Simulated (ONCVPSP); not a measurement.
What one change does to a pseudopotential (Tl, ONCV)

thallium, optimised norm-conserving Vanderbilt (ONCV), made with ONCVPSP 4.0.1 (PBE, scalar-relativistic). Core [Kr] 4d10 4f14, reference 5s2 5p6 5d10 6s2 6p1. Waves: 5s+6s: rc 1.20 bohr, ncon 3, nbas 6, qcut 7.7 1/bohr, 2 projectors; 5p+6p: rc 1.65 bohr, ncon 4, nbas 8, qcut 7.9 1/bohr, 2 projectors; 5d: rc 2.10 bohr, ncon 4, nbas 8, qcut 6.5 1/bohr, 1 projector. Local part: polynomial inside 1.00 bohr (lpopt 5, dvloc0 3 Ha). Core correction: Teter function, fcfact 3.25, rcfact 1.75.

All-electron outer shells of the reference configuration (PBE, scalar-relativistic, ld1.x):

```csv
shell,level (eV),outermost node (bohr),outermost maximum (bohr)
4d,-375.02,0.19,0.39
5s,-131.00,0.46,0.80
4f,-114.03,–,0.36
5p,-76.10,0.50,0.91
5d,-15.49,0.53,1.11
6s,-9.55,1.04,2.08
6p,-2.37,1.23,2.91
```

Change: s: qcut 7.2; p: qcut 7.4; d: qcut 6.1.

Cutoffs: the cutoffs (Ha) at which the residual kinetic energy of the hardest occupied pseudo-wave falls to 1 and 0.1 mHa per electron; they do not see the model core or the augmentation charge, which bear on the density cutoff. Errors are all-electron minus pseudo energies relative to the spin-unpolarised reference configuration.

**Question.** How do hardness, ghosts and transferability respond?

**Answer.** The potential gets harder (30 Ha and 77 Ha → 40 Ha and 99 Ha); the errors of the 3 common tests hardly move; neither file shows a bound ghost.

```tsv
quantity	base	changed
cutoff, loose	30 Ha	40 Ha
cutoff, tight	77 Ha	99 Ha
loose cutoff by channel	s 30 Ha, p 17 Ha, d 18 Ha	s 40 Ha, p 17 Ha, d 17 Ha
bound ghosts	none	none
GHOST(+) flags under 300 eV	s at 186.8 eV	s at 180.1 eV
tests with a reliable result	3 of 4	3 of 4
error for 5s2 5p6 5d10 6s2 6p0, meV [ΔE 5.17 eV]	-2.6	-2.6
error for 5s2 5p6 5d10 6s1 6p0, meV [ΔE 25.95 eV]	-17	-18
error for 5s2 5p6 5d10 6s1 6p2, meV [ΔE 7.40 eV]	-3.8	-4.2
s: phases at 1.22 bohr within 0.05 rad from the reference energy up to (Ha; the scan ends near 5)	4.1	3.9
p: phases at 1.67 bohr within 0.05 rad from the reference energy up to (Ha; the scan ends near 5)	to the end of the scan	to the end of the scan
d: phases at 2.13 bohr within 0.05 rad from the reference energy up to (Ha; the scan ends near 5)	1.1	1.0
rms error of d²Exc/dni dnj with the model core, mHa	2.34	2.40
```
